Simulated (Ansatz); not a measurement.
Reaction (ligand exchange at a B–C bond): `B[CH](F)[GeH3]` + `C#C[SiH2]O` → `BO[SiH2]C#C` + `F[CH2][GeH3]`

Gas-phase electronic energies from Ansatz, PBE0-D4/def2-TZVP geometries. CBS: MP2 limit from def2 TZ/QZ plus the TZ coupled-cluster correction, frozen cores. DFT in def2-TZVPP. B3LYP here is the variant with VWN-RPA as its local correlation; programs differ in this. For Ge outer-core shells are correlated without core-valence functions, which leaves a few kJ/mol of doubt a bond. Scalar relativity is left out up to krypton. Each species was taken in one conformer, which may not be the lowest.

```tsv
level	ΔE (kJ/mol)
B3LYP-D4	-115.8
B2PLYP	-118.4
SCS-MP2/def2-TZVPP	-120.8
CCSD(T)/def2-TZVPP	-114.8
```

(1) What does CCSD(T)/CBS give? (An estimate is asked.)

Largest T1 diagnostic among the species: 0.014.

Answers

(1) Computed: -113.5 kJ/mol. The listed levels differ from it by -2.3, -4.9, -7.3, -1.3 kJ/mol.

From PBE to PBE0 (25 % exact exchange), in def2-TZVPP and without D4, ΔE moves by −6.1 kJ/mol. In def2-TZVPP, CCSD(T) changes the Hartree–Fock value by +27.8 kJ/mol (the triples alone add +4.0 kJ/mol) and MP2 by +29.0 kJ/mol.
